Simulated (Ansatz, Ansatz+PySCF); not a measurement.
```xyz
2

Li    0.0000    0.0000   -3.0658
Li    0.0000    0.0000    3.0658
```

Basis set: 6-31G (spherical functions). All electrons are correlated. Charge 0, multiplicity 1.

Computed with Ansatz (development build ahead of 0.2.0); each method stands on the lowest determinant of its kind that the runs found. Restricted open shells among the atoms or ions are ROHF, correlated in semicanonical orbitals with singles. Restricted functionals stand beside restricted open-shell atoms, which can lie above the unrestricted atoms usual in DFT and then raise those values.

Q: Give the atomization energy at this shape (free ground-state atoms in the same class of orbitals less the molecule, no zero-point energy) of singlet Li₂ by PBE0 (unrestricted), PBE0 (restricted), full CI (lowest root of this spin), UHF-CCSD(T), UHF-MP2, RHF-MP2, RHF-CCSD, RHF, UHF.

A:

```csv
method,atomization energy
PBE0 (unrestricted),0.02 eV
PBE0 (restricted),-0.59 eV
full CI (lowest root of this spin),0.03 eV
UHF-CCSD(T),0.03 eV
UHF-MP2,0.01 eV
RHF-MP2,-0.73 eV
RHF-CCSD,0.02 eV
RHF,-1.55 eV
UHF,0.00 eV
```

Caution: the shape is not the minimum. Caution for PBE0 (unrestricted), UHF-CCSD(T), UHF-MP2, UHF: the unrestricted determinant is a mixture of spin states. Caution for PBE0 (restricted), RHF-MP2, RHF-CCSD, RHF: an unrestricted determinant lies well below. Caution for UHF-CCSD(T), UHF-MP2, RHF-MP2, RHF-CCSD: large amplitudes, a single reference is doubtful. Caution for UHF-CCSD(T), UHF-MP2, UHF: the determinant may break the point group. Caution for RHF: the molecule lies well above its atoms at this level.

This basis has no polarisation functions and is too small for such energies, which can lie far from measured ones in either direction.
